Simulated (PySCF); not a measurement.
## ¹⁹F chemical shifts

Computed data (PySCF 2.14): shielding tensors at PBE0/pcSseg-1 (GIAO), GFN2-xTB geometry. No relativistic terms, averaged over atoms made equivalent by symmetry, fast rotation or ring inversion, a single conformation, no solvent model.

Shieldings were converted by a linear fit to measured shifts: ¹⁹F (scatter 6.0 ppm rms, 7.0 ppm with the 5 outliers that the fit left out vs CFCl3, solution or neat liquid, with a term for F on sp3 carbon). A few per cent of atoms miss by over 2 rms, more outside the fitted compound classes.

Q: Give the ¹⁹F shifts of `CO[C@@H]1C=C(F)[C@@H]1Cl`, `C[C@@H](F)[C@H](F)OC(F)F`, `OC[C@H](F)CC(F)(F)F`.

A: 
```tsv
compound	environment	δ (ppm)
CO[C@@H]1C=C(F)[C@@H]1Cl	vinylic fluorine	-92.8
[CH3:1][C@@H:2]([F:3])[C@H:4]([F:5])[O:6][CH:7]([F:8])[F:9]	F9: fluorine of a CF2 group	-90.2
[CH3:1][C@@H:2]([F:3])[C@H:4]([F:5])[O:6][CH:7]([F:8])[F:9]	F8: fluorine of a CF2 group	-95.0
[CH3:1][C@@H:2]([F:3])[C@H:4]([F:5])[O:6][CH:7]([F:8])[F:9]	F5: fluorine on an sp3 carbon	-144.5
[CH3:1][C@@H:2]([F:3])[C@H:4]([F:5])[O:6][CH:7]([F:8])[F:9]	F3: fluorine on an sp3 carbon	-193.0
[OH:1][CH2:2][C@H:3]([F:4])[CH2:5][C:6]([F:7])([F:8])[F:9]	F7/8/9: fluorine of a CF3 group (×3)	-68.2
[OH:1][CH2:2][C@H:3]([F:4])[CH2:5][C:6]([F:7])([F:8])[F:9]	F4: fluorine on an sp3 carbon	-192.9
```

Q: Order these by ¹⁹F shift, lowest first.
A. C=C[C@H](F)CC(=O)Cl
B. C#CC(Cl)(Cl)[C@@H]1OC(=O)C=C1F
C. FC(F)(F)/C=P/c1ccco1
D. CC(C)=C(Cl)C(=O)F

A: A (-200.0 ppm, fluorine on an sp3 carbon), B (-95.7 ppm, vinylic fluorine), C (-62.6 ppm, fluorine of a CF3 group), D (32.1 ppm, fluorine bonded to C).
